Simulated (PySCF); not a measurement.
C₃H₈GaN.
Atom-mapped SMILES: `[CH3:1][C:2]#[N+:3][GaH2-:4][CH3:5]` (hydrogens: H6, H7, H8 on C1; H9, H10 on Ga4; H11, H12, H13 on C5)

Structure used (PBE0-D3(BJ)/def2-SVP), in Å, numbered top down from 1:
```
atom  x, y, z in Å
C1     2.8901   -0.7796   -0.0075
C2     1.5712   -0.2263    0.2149
N3     0.5227    0.2161    0.3940
Ga4   -1.4253    1.0856    0.7527
C5    -2.5026   -0.0469   -0.4714
H6     2.8061   -1.8174   -0.3600
H7     3.4222   -0.1845   -0.7633
H8     3.4630   -0.7647    0.9307
H9    -1.0572    2.5565    0.2954
H10   -1.4810    0.7898    2.3074
H11   -2.1731    0.0546   -1.5174
H12   -3.5600    0.2620   -0.4287
H13   -2.4592   -1.1112   -0.1924
```

Jobs on this species (13 atoms, 64 electrons) with PySCF (density fitting). Hardware of each: one thread, Arm Neoverse V2 (aarch64) (shared host). Other jobs ran on the host; a repeat could differ by tens of per cent or more. Peak memory is the resident size of the whole Python process, interpreter and libraries included.

| level and settings | work | basis functions | SCF cycles | wall time | peak memory |
| --- | --- | --- | --- | --- | --- |
| delta-SCF UKS HF, pcX-2 on the ionised atom, pcseg-1 elsewhere, spin-free X2C | ΔSCF core ionisation, 4 holes | 154 | ? | ? | ? |
| PBE0-D3(BJ)/def2-SVP, grid level 1 | geometry optimisation from a GFN2-xTB start shaken at random | 128 | ? | ? | ? |
| delta-SCF UKS PBE0, pcX-2 on the ionised atom, pcseg-1 elsewhere, spin-free X2C | ΔSCF core ionisation, 4 holes | 154 | ? | ? | ? |
| delta-SCF UKS B3LYP, pcX-2 on the ionised atom, pcseg-1 elsewhere, spin-free X2C | ΔSCF core ionisation, 4 holes | 154 | 66 | 42 s | 0.62 GiB |
| delta-SCF UKS SCAN, def2-TZVP on the ionised atom, pcseg-1 elsewhere, spin-free X2C | ΔSCF core ionisation, 4 holes | 140 | 76 | 29 s | 0.53 GiB |
| delta-SCF UKS SCAN, pcX-2 on the ionised atom, pcseg-1 elsewhere, non-relativistic | ΔSCF core ionisation, 4 holes | 154 | 78 | 30 s | 0.53 GiB |
| delta-SCF UKS SCAN, pcX-2 on the ionised atom, pcseg-1 elsewhere, spin-free X2C | ΔSCF core ionisation, 4 holes | 154 | 78 | 31 s | 0.53 GiB |
| delta-SCF UKS SCAN, pcX-1 on the ionised atom, pcseg-1 elsewhere, spin-free X2C | ΔSCF core ionisation, 4 holes | 133 | 77 | 26 s | 0.53 GiB |
| delta-SCF UKS PBE, pcX-2 on the ionised atom, pcseg-1 elsewhere, spin-free X2C | ΔSCF core ionisation, 4 holes | 154 | 73 | 20 s | 0.53 GiB |

Question: Fill in the missing figures.

Answer: 
- delta-SCF UKS HF, pcX-2 on the ionised atom, pcseg-1 elsewhere, spin-free X2C; ΔSCF core ionisation, 4 holes: 27 s, 0.56 GiB, 65 SCF cycles
- PBE0-D3(BJ)/def2-SVP, grid level 1; geometry optimisation from a GFN2-xTB start shaken at random: 41 s, 0.53 GiB, 40 SCF cycles
- delta-SCF UKS PBE0, pcX-2 on the ionised atom, pcseg-1 elsewhere, spin-free X2C; ΔSCF core ionisation, 4 holes: 43 s, 0.60 GiB, 67 SCF cycles

Question: What do all jobs in the table cost together?

Answer: About 4.8 min; the longest takes about 15 % of that, and about 2.1 times as long as the shortest.
